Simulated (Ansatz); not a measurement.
The lowest singlet and triplet of GaH (SMILES [GaH]); geometries from B3LYP-D3(BJ)/def2-TZVP, each state relaxed from the structure named, with no frequency check.
Singlet (charge 0, multiplicity 1):
```csv
atom,x (Å),y (Å),z (Å)
Ga,0.0000,0.0000,-0.0528
H,0.0000,0.0000,1.6363
```
Triplet (charge 0, multiplicity 3):
```xyz
2

Ga     0.0000     0.0000    -0.0508
H      0.0000     0.0000     1.5741
```

A positive gap puts the triplet lower; no zero-point energy. R- takes a restricted singlet. The triplet is unrestricted in single-reference levels. Active spaces average the two states.

Frozen-core correlation. Filled d and f shells under p-block atoms count as core.

Run with Ansatz (Gaussian basis) for Hartree–Fock, density functionals and correlated methods. Values without a source in brackets are computed.

R-PBE/def2-TZVPP gives -47.36 kcal/mol for the gap E(singlet) − E(triplet), adiabatic.

Task: Where do these levels fall relative to PBE: R-r2SCAN/def2-TZVPP, R-PBE0/def2-TZVPP, R-wB97M-V/def2-TZVPP, R-B2PLYP/def2-TZVPP, R-MP2/cc-pVQZ, R-CCSD(T)/cc-pVQZ, SC-NEVPT2 on SA-CASSCF(4,5)/cc-pVQZ, FIC-MRCISD+Q on SA-CASSCF(4,5)/cc-pVQZ, FCI/cc-pVQZ.

Result: R-r2SCAN/def2-TZVPP 4.53; R-PBE0/def2-TZVPP 1.80; R-wB97M-V/def2-TZVPP -3.22; R-B2PLYP/def2-TZVPP -1.44; R-MP2/cc-pVQZ 3.41; R-CCSD(T)/cc-pVQZ 0.82; SC-NEVPT2 on SA-CASSCF(4,5)/cc-pVQZ 0.40; FIC-MRCISD+Q on SA-CASSCF(4,5)/cc-pVQZ 0.55; FCI/cc-pVQZ 0.43 kcal/mol. 7 of 9 lie above PBE; the widest gap is to R-r2SCAN/def2-TZVPP.

Measured: 1Σ+ below a 3Π0- by 17333 cm-1 = 49.6 kcal/mol (between the minima) [Huber and Herzberg (1979), NIST Chemistry WebBook].

Ansatz is a quantum-chemistry and plane-wave program.
